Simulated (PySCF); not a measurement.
B(F)(I)(OH) (BFHIO), SMILES OB(F)I.

Geometry optimised at PBE-D3(BJ)/def2-SVP. The def2 effective core potentials stand for the cores of I; spin–orbit coupling is left out. One conformer was computed; it need not be the lowest.

Calculation: PySCF with B3LYP/def2-TZVPD.

The molecule is in vacuum.

| Quantity | Result |
|---|---|
| total energy | -498.55779 hartree |
| point group | Cs |
| highest occupied level | -7.51 eV |
| lowest empty level | -0.85 eV |
| orbital gap | 6.66 eV |
| dipole moment | 1.78 D |
| quadrupole, principal values (traceless, Buckingham form, about the centre of nuclear charge) | -8.81, -2.47, 11.28 D·Å |
| mean static polarisability | 54.3 bohr³ (8.05 Å³) |
| polarisability, principal values | 45.1, 49.9, 68.0 bohr³ |
